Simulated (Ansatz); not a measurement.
System: sum formula Si2N2H7 (charge 0, doublet). It need not be the lowest isomer of its formula. 
Geometry from a B3LYP-D3(BJ)/def2-TZVP (Ansatz, a first-principles code) optimisation:
SMILES: [NH][SiH2][SiH2]N
```xyz
11

N      0.6534     1.9891    -0.4736
Si     0.9699     0.3504    -0.8983
Si    -0.2128    -0.9018     0.7593
N     -1.9226    -0.6830     0.7734
H     -0.2011     2.3794    -0.8733
H      2.4202     0.0682    -0.7690
H      0.5069    -0.0978    -2.2441
H      0.3216    -0.5216     2.0863
H      0.0571    -2.3357     0.4818
H     -2.3236     0.1777     1.1118
H     -2.4966    -1.0936     0.0539
```
Charge 0, spin multiplicity 2.

Property: atomisation energy (electronic, to ground-state atoms), in eV. Cores are frozen in the correlated levels unless marked. Open shells are spin-unrestricted. No spin-orbit coupling. Non-relativistic. The coupled-cluster limit lacks core correlation, which all-electron functionals hold. CBS(X,Y): correlation extrapolated as X^-3; Hartree-Fock from the larger set. [CCSD(T)-MP2]/basis is that difference in the basis named.

```json
[
 {"level": "HF/aug-cc-pV(D+d)Z", "program": "Ansatz", "atomisation energy (eV)": "23.82"},
 {"level": "revPBE-D3(BJ)/def2-TZVPD", "program": "Ansatz + dftd3", "atomisation energy (eV)": "34.54"},
 {"level": "PBE0-D3(BJ)/def2-TZVP", "program": "Ansatz + dftd3", "atomisation energy (eV)": "34.65"},
 {"level": "PBE0-D3(BJ)/def2-TZVPD", "program": "Ansatz + dftd3", "atomisation energy (eV)": "34.71"},
 {"level": "r2SCANh-D4/def2-TZVPD", "program": "Ansatz + dftd4", "atomisation energy (eV)": "34.66"},
 {"level": "r2SCAN0/def2-TZVPD", "program": "Ansatz", "atomisation energy (eV)": "34.28"},
 {"level": "LC-wPBE-D3(BJ)/def2-TZVPD", "program": "Ansatz + dftd3", "atomisation energy (eV)": "34.79"},
 {"level": "LC-wPBE/def2-TZVPD", "program": "Ansatz", "atomisation energy (eV)": "34.55"},
 {"level": "wB97M-V/def2-TZVPD", "program": "Ansatz", "atomisation energy (eV)": "35.00"},
 {"level": "MP2/aug-cc-pV(T+d)Z", "program": "Ansatz", "atomisation energy (eV)": "33.78"},
 {"level": "RI-MP2/cc-pV(T+d)Z", "program": "Ansatz", "atomisation energy (eV)": "33.44"},
 {"level": "SCS-MP2/6-31G*", "program": "Ansatz", "atomisation energy (eV)": "29.73"},
 {"level": "CCSD/6-31G", "program": "Ansatz", "atomisation energy (eV)": "25.96"},
 {"level": "RI-MP2/CBS(cc-pV(T+d)Z,cc-pV(Q+d)Z)+[CCSD(T)-MP2]/cc-pV(D+d)Z", "program": "Ansatz", "atomisation energy (eV)": "34.89"},
 {"level": "CCSD(T)/CBS(cc-pV(T+d)Z,cc-pV(Q+d)Z)", "program": "Ansatz", "atomisation energy (eV)": "34.92"}
]
```
